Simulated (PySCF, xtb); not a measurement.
C4H9O, SMILES [CH2]C(C)(C)O, multiplicity 2. The values are those of a single conformer.

Harmonic wavenumbers (cm⁻¹) from GFN2-xTB run with xtb at its own minimum, in rising order: 103, 165, 220, 255, 294, 327, 402, 404, 457, 496, 796, 895, 936, 959, 987, 1004, 1065, 1171, 1228, 1287, 1373, 1377, 1398, 1466, 1482, 1485, 1495, 3023, 3038, 3044, 3051, 3052, 3056, 3137, 3186, 3556.

Question: What does PBE0-D3(BJ)/def2-SVP (PySCF) give at its own minimum? (An estimate is asked for; the answer gives what the named calculation found.)

Answer: 161, 235, 279, 321, 334, 355, 407, 448, 475, 570, 787, 908, 934, 952, 996, 1006, 1130, 1244, 1268, 1339, 1377, 1387, 1425, 1444, 1453, 1468, 1479, 3051, 3059, 3145, 3159, 3159, 3166, 3175, 3285, 3865. Paired by order, the mean absolute difference is 50 cm⁻¹ and the zero-point energies are 73.9 and 76.1 kcal/mol.
